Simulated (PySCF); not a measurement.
Species: C4H3NO2 (charge +1 and doublet state).
Structure used (GFN2-xTB), in Å, numbered top down from 1:
```
atom  x, y, z in Å
O1     2.5032    0.9400    0.0027
C2     1.8676   -0.0496   -0.0452
C3     0.4206   -0.2518   -0.0272
N4    -0.1927   -1.4087   -0.0876
O5    -1.4791   -1.2286   -0.0489
C6    -1.7487    0.0685    0.0390
C7    -0.5707    0.7758    0.0592
H8     2.3723   -1.0566   -0.1176
H9    -2.7772    0.3850    0.0809
H10   -0.3864    1.8307    0.1223
```

The hyperfine couplings belong to this conformer and change with its torsions.

Identity: `C1(=NO[CH][CH+]1)C=O` [radical] (charge +1).

Theory: PySCF, UKS B3LYP, pcH-1 on C H N O, non-relativistic, mean-field spin-orbit, GIAO. One conformer (not necessarily the lowest) at the GFN2-xTB geometry, without solvent, vibrations or thermal averaging. The geometry wasn't refined by DFT: couplings that depend on bond lengths, twists or pyramidal angles can differ widely from those at the functional's own minimum, by a factor of two or more for some ions and for spin on atoms past the first row. Stability of the SCF solution: not tested.

(1) Break the g tensor into its mass correction, gauge correction and orbital-Zeeman/spin–orbit terms.

(2) How much does each term add to the isotropic shift?

(3) At 9.786 GHz, how far is the centre of the isotropic spectrum from where a free electron (g = 2.002319) resonates?

(4) In a frozen sample, at which fields do the three g values resonate at 9.5, 34, 94 and 263 GHz (hyperfine left aside), and which band first spreads them over more than twice a line width of 1.0 mT?

Results:

(1) 
```json
{"Δg (ppt)": "relativistic mass correction", "1": "-0.24", "2": "-0.24", "3": "-0.24"}
{"Δg (ppt)": "gauge correction", "1": "0.02", "2": "0.03", "3": "0.03"}
{"Δg (ppt)": "orbital Zeeman/spin–orbit", "1": "0.17", "2": "2.02", "3": "5.42"}
{"Δg (ppt)": "total", "1": "-0.05", "2": "1.81", "3": "5.21"}
```

So g = 2.00227, 2.00413, 2.00753 and g_iso = 2.00464; the tensor is rhombic: the two nearest values differ by 35 % of g3 − g1. Axes: g1 points within 14° of the C3–C7 bond.

(2) The orbital-Zeeman/spin–orbit term 2.53, the mass correction -0.24 and the gauge correction 0.03 ppt, for a total of 2.32 ppt. The orbital-Zeeman/spin–orbit term is the largest in size. The mass correction is the same along every axis, so the anisotropy comes from the other two: their spans along these axes are 0.00 (gauge) and 5.25 ppt (orbital Zeeman/spin–orbit).

(3) B = hν/(g μB) with μB/h = 13.99624 MHz/mT gives 349.19 mT for the free electron and 348.78 mT at g_iso, 0.40 mT lower.

(4) 
```
band    GHz  B(g3) mT  B(g2) mT  B(g1) mT  spread mT
   X    9.5    338.10    338.68    338.99       0.89
   Q   34.0   1210.06   1212.11   1213.24       3.18
   W   94.0   3345.45   3351.13   3354.24       8.78
   J  263.0   9360.15   9376.02   9384.73      24.58
```

The spread grows in proportion to the frequency. Q band is the first where it exceeds 2.0 mT.

The largest Mulliken spin populations are on O1 (+0.48), C6 (+0.17), C7 (+0.15) and N4 (+0.15).

The HOMO–LUMO gaps are 5.45 eV among the α and 0.93 eV among the β orbitals.

The SMILES draws the unpaired electron on C6; the largest computed Mulliken spin population is on O1 (0.48 against 0.17).
